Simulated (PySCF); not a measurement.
**Potassium: a sound run and one with changed settings**

Sound run: K⁺ [Ar], K²⁺ [Ne] 3s2 3p5. Computed with PySCF 2.14 in aug-cc-pVDZ-X2C, with the spin-free X2C one-electron Hamiltonian (Gaussian nucleus). In the sound run the correlated levels freeze [Ne] 3s2. The sound run starts from symmetry-adapted Hartree-Fock orbitals and uses a fine grid where one is needed.

Changed run: all electrons correlated in a basis built for the valence shell.

```csv
species,method,sound run (hartree),changed run (hartree),converged
K⁺,MP2,-601.31383,-601.31444,yes
K⁺,CCSD(T),-601.31404,-601.31463,yes
K²⁺,MP2,-600.15264,-600.15555,yes
K²⁺,CCSD(T),-600.15275,-600.15639,yes
```

Ionisation energy of K⁺:

```json
{"method": "UHF", "sound run (eV)": "31.530", "changed run (eV)": "31.530"}
{"method": "MP2", "sound run (eV)": "31.598", "changed run (eV)": "31.535"}
{"method": "SCS-MP2", "sound run (eV)": "31.592", "changed run (eV)": "31.525"}
{"method": "CCSD", "sound run (eV)": "31.600", "changed run (eV)": "31.516"}
{"method": "CCSD(T)", "sound run (eV)": "31.600", "changed run (eV)": "31.517"}
```

A valence basis has no tight correlating functions, so it recovers only part of the core correlation, and not evenly between atom and ion.

For comparison, NIST gives 31.625 eV between the lowest levels.
